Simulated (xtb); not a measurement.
IIn, charge -1, doublet, from a rough starting geometry (GFN-xTB shapes and energies of metal compounds can be far from the true ones) (a state made from the parent by changing its charge; the spin is typed, not shown lowest); xtb 6.7.1 with GFN2-xTB.

Here is a job for xtb.
```
$ xtb mol.xyz --gfn 2 --chrg -1 --uhf 1 --opt vtight --json

# file mol.xyz
2

In    -0.94621654    -0.69500556    -0.77230934
I      0.98174628     0.65636342     0.77552477
```

The log (banner, timings and long lists left out):

```
   ID    Z sym.   atoms
    1   49 In     1
    2   53 I      2

           -------------------------------------------------
          |                Calculation Setup                |
           -------------------------------------------------

           -------------------------------------------------
          |                 G F N 2 - x T B                 |
           -------------------------------------------------

          ...................................................
          :                      SETUP                      :
          :.................................................:
          :  # basis functions                  20          :
          :  # atomic orbitals                  18          :
          :  # shells                            6          :
          :  # electrons                        11          :
          :  max. iterations                   250          :
          :  Hamiltonian                  GFN2-xTB          :
          :  restarted?                      false          :
          :  GBSA solvation                  false          :
          :  PC potential                    false          :
          :  electronic temp.          300.0000000     K    :
          :  accuracy                    1.0000000          :
          :  -> integral cutoff          0.2500000E+02      :
          :  -> integral neglect         0.1000000E-07      :
          :  -> SCF convergence          0.1000000E-05 Eh   :
          :  -> wf. convergence          0.1000000E-03 e    :
          :  Broyden damping             0.4000000          :
          :  net charge                         -1          :
          :  unpaired electrons                  1          :
          ...................................................

 iter      E             dE          RMSdq      gap      omega  full diag
   1     -5.0190447 -0.501904E+01  0.533E+01    0.00       0.0  T
   2     -5.2114141 -0.192369E+00  0.235E+01    0.00       1.0  T
   3     -5.2292658 -0.178517E-01  0.941E+00    0.00       1.0  T
   4     -5.2307059 -0.144008E-02  0.558E+00    0.00       1.0  T
   5     -5.2312229 -0.517076E-03  0.653E-01    0.00       1.0  T
   6     -5.2313023 -0.793770E-04  0.123E+00    0.00       1.0  T
   7     -5.2313110 -0.868737E-05  0.464E-01    0.00       1.0  T
   8     -5.2313156 -0.461100E-05  0.163E-01    0.00       1.0  T
   9     -5.2313167 -0.104691E-05  0.153E-02    0.00       4.6  T
  10     -5.2313167 -0.351671E-08  0.872E-03    0.00       8.1  T
  11     -5.2313167 -0.196323E-08  0.453E-04    0.00     155.9  T
  12     -5.2313167 -0.562927E-11  0.147E-04    0.00     481.8  T

   *** convergence criteria satisfied after 12 iterations ***

         :::::::::::::::::::::::::::::::::::::::::::::::::::::
         ::                     SUMMARY                     ::
         :::::::::::::::::::::::::::::::::::::::::::::::::::::
         :: total energy              -5.228608761662 Eh    ::
         :: gradient norm              0.024783915426 Eh/a0 ::
         :: HOMO-LUMO gap              0.000000000000 eV    ::
         ::.................................................::
         :: SCC energy                -5.231316657241 Eh    ::
         :: -> isotropic ES            0.107081440200 Eh    ::
         :: -> anisotropic ES         -0.003291153812 Eh    ::
         :: -> anisotropic XC         -0.008008237416 Eh    ::
         :: -> dispersion             -0.001224639827 Eh    ::
         :: repulsion energy           0.002707895579 Eh    ::
         :: add. restraining           0.000000000000 Eh    ::
         :: total charge              -1.000000000000 e     ::
         :::::::::::::::::::::::::::::::::::::::::::::::::::::

      -----------------------------------------------------------
     |                   =====================                   |
     |                        A N C O P T                        |
     |                   =====================                   |
     |               Approximate Normal Coordinate               |
     |                Rational Function Optimizer                |
      -----------------------------------------------------------
      -----------------------------------------------------------
     |                   =====================                   |
     |                        A N C O P T                        |
     |                   =====================                   |
     |               Approximate Normal Coordinate               |
     |                Rational Function Optimizer                |
      -----------------------------------------------------------

          ...................................................
          :                      SETUP                      :
          :.................................................:
          :   optimization level         verytight          :
          :   max. optcycles                   200          :
          :   ANC micro-cycles                  20          :
          :   degrees of freedom                 1          :
          :.................................................:
          :   RF solver                   davidson          :
          :   write xtbopt.log                true          :
          :   linear (good luck)              true          :
          :   energy convergence         0.1000000E-06 Eh   :
          :   grad. convergence          0.2000000E-03 Eh/α :
          :   maxmium RF displ.          1.0000000          :
          :   Hlow (freq-cutoff)         0.1000000E-01      :
          :   Hmax (freq-cutoff)         5.0000000          :
          :   S6 in model hess.         20.0000000          :
          ...................................................

generating ANC from exact Hessian ...
Using Lindh-Hessian (1995)
 Shifting diagonal of input Hessian by    0.0000000000000000
 Lowest  eigenvalues of input Hessian
[...]
 * total energy  :    -5.2286088 Eh     change       -0.9965362E-12 Eh
 * total energy  :    -5.2262495 Eh     change        0.2359239E-02 Eh
 * total energy  :    -5.2302445 Eh     change       -0.3994953E-02 Eh
 * total energy  :    -5.2304050 Eh     change       -0.1605050E-03 Eh
 * total energy  :    -5.2311648 Eh     change       -0.7597947E-03 Eh
 * total energy  :    -5.2311904 Eh     change       -0.2557839E-04 Eh
 * total energy  :    -5.2311920 Eh     change       -0.1604582E-05 Eh
 * total energy  :    -5.2311920 Eh     change       -0.2090672E-08 Eh
   *** GEOMETRY OPTIMIZATION CONVERGED AFTER 8 ITERATIONS ***
[...]
          :  electronic temp.          300.0000000     K    :
          :  accuracy                    1.0000000          :
          :  -> integral cutoff          0.2500000E+02      :
          :  -> integral neglect         0.1000000E-07      :
          :  -> SCF convergence          0.1000000E-05 Eh   :
          :  -> wf. convergence          0.1000000E-03 e    :
          :  Broyden damping             0.4000000          :
          :  net charge                         -1          :
          :  unpaired electrons                  1          :
          ...................................................

 iter      E             dE          RMSdq      gap      omega  full diag
   1     -5.2319724 -0.523197E+01  0.157E-04    0.00       0.0  T
   2     -5.2319724 -0.969003E-12  0.119E-04    0.00     595.3  T
   3     -5.2319724 -0.122924E-11  0.528E-05    0.00    1339.4  T

   *** convergence criteria satisfied after 3 iterations ***

         :::::::::::::::::::::::::::::::::::::::::::::::::::::
         ::                     SUMMARY                     ::
         :::::::::::::::::::::::::::::::::::::::::::::::::::::
         :: total energy              -5.231191960396 Eh    ::
         :: gradient norm              0.000000191387 Eh/a0 ::
         :: HOMO-LUMO gap              0.000000000000 eV    ::
         ::.................................................::
         :: SCC energy                -5.231972381164 Eh    ::
         :: -> isotropic ES            0.113159284145 Eh    ::
         :: -> anisotropic ES         -0.002389584507 Eh    ::
         :: -> anisotropic XC         -0.006095239450 Eh    ::
         :: -> dispersion             -0.001223855487 Eh    ::
         :: repulsion energy           0.000780420768 Eh    ::
         :: add. restraining           0.000000000000 Eh    ::
         :: total charge              -1.000000000000 e     ::
         :::::::::::::::::::::::::::::::::::::::::::::::::::::

           -------------------------------------------------
          |                Property Printout                |
           -------------------------------------------------

    * Orbital Energies and Occupations

         #    Occupation            Energy/Eh            Energy/eV
      -------------------------------------------------------------
         1        2.0000           -0.4925835             -13.4039
         2        2.0000           -0.2517270              -6.8498
         3        2.0000           -0.1951301              -5.3098
         4        2.0000           -0.1951301              -5.3098
         5        2.0000           -0.1891815              -5.1479
         6        0.5000           -0.0061593              -0.1676 (HOMO)
         7        0.5000           -0.0061593              -0.1676 (LUMO)
         8                          0.0664319               1.8077
         9                          0.1677090               4.5636
        10                          0.1677090               4.5636
        11                          0.2304023               6.2696
        12                          0.2304023               6.2696
        13                          0.2998140               8.1584
        14                          0.2998140               8.1584
        15                          0.3369912               9.1700
        16                          0.3519210               9.5763
        17                          0.3519210               9.5763
        18                          0.8559975              23.2929
      -------------------------------------------------------------
                  HL-Gap            0.0000000 Eh            0.0000 eV
             Fermi-level           -0.0519149 Eh           -1.4127 eV

     #   Z          covCN         q      C6AA      α(0)
     1  49 In       0.794    -0.439   595.633    64.050
     2  53 I        0.794    -0.561   415.420    35.186

 Mol. C6AA /au·bohr⁶  :       1943.406572
 Mol. C8AA /au·bohr⁸  :     234895.203856
 Mol. α(0) /au        :         99.236075

Wiberg/Mayer (AO) data.
largest (>0.10) Wiberg bond orders for each atom

 ---------------------------------------------------------------------------
     #   Z sym  total        # sym  WBO       # sym  WBO       # sym  WBO
 ---------------------------------------------------------------------------
     1  49 In   0.761 --     2 I    0.761
     2  53 I    0.761 --     1 In   0.761
 ---------------------------------------------------------------------------

Topologies differ in total number of bonds
Writing topology from bond orders to xtbtopo.mol

molecular dipole:
                 x           y           z       tot (Debye)
 q only:       -0.268      -0.128      -0.192
   full:       -0.980      -0.627      -0.763       3.536
molecular quadrupole (traceless):
                xx          xy          yy          xz          yz          zz
 q only:       -1.639      -3.928       1.258      -4.518      -3.149       0.380
  q+dip:       -2.841      -6.683       2.192      -7.720      -5.343       0.649
   full:       -2.915      -6.865       2.249      -7.929      -5.489       0.666

           -------------------------------------------------
          |                Geometry Summary                 |
           -------------------------------------------------

      molecular mass/u    :      241.7225585
   center of mass at/Å    :        0.0689521       0.0165576       0.0427025
  moments of inertia/u·Å² :        0.5365048E-13   0.5397146E+03   0.5397146E+03
rotational constants/cm⁻¹ :        0.3142121E+15   0.3123434E-01   0.3123434E-01

optimized geometry written to: xtbopt.xyz

           -------------------------------------------------
          | TOTAL ENERGY               -5.231191960396 Eh   |
          | GRADIENT NORM               0.000000191387 Eh/α |
          | HOMO-LUMO GAP               0.000000000000 eV   |
           -------------------------------------------------

normal termination of xtb
```
